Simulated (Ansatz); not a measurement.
`C[SiH](N)I` and `C[SiH](N)Br` differ in one element.

Ansatz, PBE0-D4/def2-TZVP geometries, multiplicity 1. Each molecule was computed in one conformer, which needn't be the lowest.

Elements past krypton have def2 core potentials. Scalar relativity is left out up to krypton. Spin–orbit coupling is left out; it splits and shifts lone-pair levels of the heavy atoms by tenths of an eV.

```tsv
property	`C[SiH](N)I`
HOMO energy (ωB97M-V/def2-TZVPP) / eV	-9.38
HOMO–LUMO gap (B3LYP/def2-TZVPP) / eV	6.97
HOMO energy (PBE0/def2-TZVPP) / eV	-7.23
LUMO energy (B3LYP/def2-TZVPP) / eV	-0.01
LUMO energy (PBE0/def2-TZVPP) / eV	0.23
HOMO energy (PBE/def2-TZVPP) / eV	-6.05
```

Task: Give the same properties after the change, and the shifts. (Best estimate.)

Result: Computed: 
| property | `C[SiH](N)Br` | shift |
| --- | --- | --- |
| HOMO energy (ωB97M-V/def2-TZVPP) / eV | -9.99 | -0.61 |
| HOMO–LUMO gap (B3LYP/def2-TZVPP) / eV | 7.81 | 0.84 |
| HOMO energy (PBE0/def2-TZVPP) / eV | -7.71 | -0.48 |
| LUMO energy (B3LYP/def2-TZVPP) / eV | 0.36 | 0.37 |
| LUMO energy (PBE0/def2-TZVPP) / eV | 0.67 | 0.44 |
| HOMO energy (PBE/def2-TZVPP) / eV | -6.34 | -0.29 |

With PBE0 the HOMO falls by 0.48 eV and the LUMO rises by 0.44 eV, so the gap widens by about 0.92 eV. PBE moves the HOMO by -0.29 eV and ωB97M-V by -0.61 eV.

Positive LUMOs are unbound, so they and the gaps depend on the basis.

B3LYP here is the variant with VWN-RPA as its local correlation; programs differ in this.
